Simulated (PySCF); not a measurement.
H4I2N2Ti, SMILES [Ti]([I])([NH2])([NH2])[I], multiplicity 1. Atoms are numbered in the order given.

```xyz
9

Ti     0.0025    -0.8997     0.0000
I     -0.0064     0.5394    -2.1690
I     -0.0064     0.5394     2.1690
N     -1.4372    -2.0484     0.0000
H     -1.9316    -2.3450    -0.8418
H     -1.9316    -2.3450     0.8418
N      1.5075    -1.9702     0.0000
H      2.4478    -1.5714     0.0000
H      1.5453    -2.9872     0.0000
```

Geometry: B3LYP-D3(BJ)/def2-SVP. The spin state was assumed, not searched. The def2 effective core potentials stand for the cores of I; spin–orbit coupling is left out. Other conformers were not sampled.

Calculation: TDDFT-CAM-B3LYP/def2-SVPD (PySCF 2.14.0).

Vertical excitations. Gas-phase values at a fixed geometry. State labels are in the subgroup Cs.

| state | symmetry | energy (eV) | λ (nm) | f | main pairs |
|---|---|---|---|---|---|
| S1 | A' | 3.32 | 373 | 0.001 | HOMO→LUMO 95 % |
| S2 | A" | 3.47 | 357 | 0.013 | HOMO→LUMO+1 71 %, HOMO−1→LUMO+1 17 % |
| S3 | A" | 3.72 | 333 | 0.000 | HOMO−2→LUMO 43 %, HOMO−1→LUMO+1 42 %, HOMO−6→LUMO 7 % |
| S4 | A' | 3.77 | 329 | 0.007 | HOMO−1→LUMO 86 % |
| S5 | A" | 3.83 | 324 | 0.050 | HOMO−1→LUMO+1 32 %, HOMO−2→LUMO 23 %, HOMO→LUMO+1 20 %, HOMO−6→LUMO 13 % |
| S6 | A' | 3.87 | 321 | 0.001 | HOMO−2→LUMO+1 95 % |
| S7 | A" | 4.00 | 310 | 0.000 | HOMO−3→LUMO 85 % |
| S8 | A' | 4.20 | 295 | 0.002 | HOMO−4→LUMO 47 %, HOMO−3→LUMO+1 36 % |
| S9 | A" | 4.23 | 293 | 0.003 | HOMO→LUMO+3 68 %, HOMO−7→LUMO+1 11 % |
| S10 | A' | 4.25 | 292 | 0.006 | HOMO→LUMO+2 77 % |
| T1 | A' | 3.21 | 386 | 0 | HOMO→LUMO 85 % |
| T2 | A" | 3.25 | 381 | 0 | HOMO→LUMO+1 96 % |
| T3 | A' | 3.43 | 361 | 0 | HOMO−1→LUMO 82 % |
| T4 | A" | 3.53 | 351 | 0 | HOMO−1→LUMO+1 47 %, HOMO−2→LUMO 39 % |
Triplets are in the Tamm–Dancoff approximation, which puts them higher than full response would, so one can lie above its singlet here.
